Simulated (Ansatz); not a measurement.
A geometry relaxed with PBE0-D3(BJ)/def2-SVP in Ansatz (a first-principles code), charge 0, multiplicity 1:

```xyz
14

H      2.2101    -2.5234    -1.1844
H      1.7906    -1.7717    -2.7481
H     -1.1701    -2.1354     0.3334
H      1.8674     0.0772     0.5558
C     -2.1242     0.5710     0.4095
Ge    -1.1038    -0.8336    -0.4973
H     -1.7497    -1.1336    -1.8692
Ge     1.2141    -0.1965    -0.8181
H      3.2736    -1.2722    -1.8870
H     -1.6898     0.7811     1.3973
H     -3.1694     0.2575     0.5445
C      2.2276    -1.5850    -1.7567
H      1.2783     1.1205    -1.6248
H     -2.1086     1.4966    -0.1834
```

Task: Write the SMILES of this molecule.

Result: `[CH3][GeH2][GeH2][CH3]`
